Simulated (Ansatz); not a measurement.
Two isomers of CH6BFOSi: A = `FBOC[SiH3]`, B = `BO[SiH](C)F`.

Computed with Ansatz on PBE0-D4/def2-TZVP structures; ΔE is electronic, products minus reactants. CBS: MP2 limit from def2 TZ/QZ plus the TZ coupled-cluster correction, frozen cores. DFT in def2-TZVPP. B3LYP here is the variant with VWN-RPA as its local correlation; programs differ in this. Each species was taken in one conformer, which may not be the lowest.

A:

Z-matrix (Å, degrees):
```
C
Si 1 1.893
O 1 1.429 2 110.3
H 1 1.094 2 110.4 3 123.2
H 1 1.093 2 110.1 3 -118.2
H 2 1.486 1 109.3 3 -60.7
H 2 1.487 1 108.6 3 179.6
H 2 1.485 1 110.1 3 59.5
B 3 1.340 1 122.7 2 106.3
F 9 1.333 3 121.0 1 0.6
H 9 1.192 3 119.5 1 -179.6
```

B:

Z-matrix (Å, degrees):
```
Si
O 1 1.648
F 1 1.594 2 106.8
C 1 1.841 2 109.1 3 118.2
H 1 1.481 2 109.5 3 -115.9
B 2 1.349 1 132.4 3 102.9
H 4 1.093 1 110.6 2 63.5
H 4 1.092 1 110.6 2 -56.4
H 4 1.092 1 110.7 2 -176.6
H 6 1.198 2 118.1 1 -178.1
H 6 1.203 2 120.0 1 2.3
```

Question: Which is lower in electronic energy at CCSD(T)/CBS, and by how much? (Estimate.)

Answer: Computed: B, by 208.7 kJ/mol.

Question: Give E(B) − E(A) in kJ/mol with ωB97M-V, MP2/def2-TZVPP, PBE-D4, B2PLYP, HF/def2-TZVPP, CCSD(T)/def2-TZVPP, B3LYP. (Best estimate.)

Answer: Ansatz gave: ωB97M-V -201.9, MP2/def2-TZVPP -213.3, PBE-D4 -179.9, B2PLYP -203.8, HF/def2-TZVPP -214.0, CCSD(T)/def2-TZVPP -201.4, B3LYP -196.5. None reverses the order clearly.

Largest T1 diagnostic: 0.013.

From PBE to PBE0 (25 % exact exchange), in def2-TZVPP and without D4, E(B) − E(A) moves by −10.9 kJ/mol.
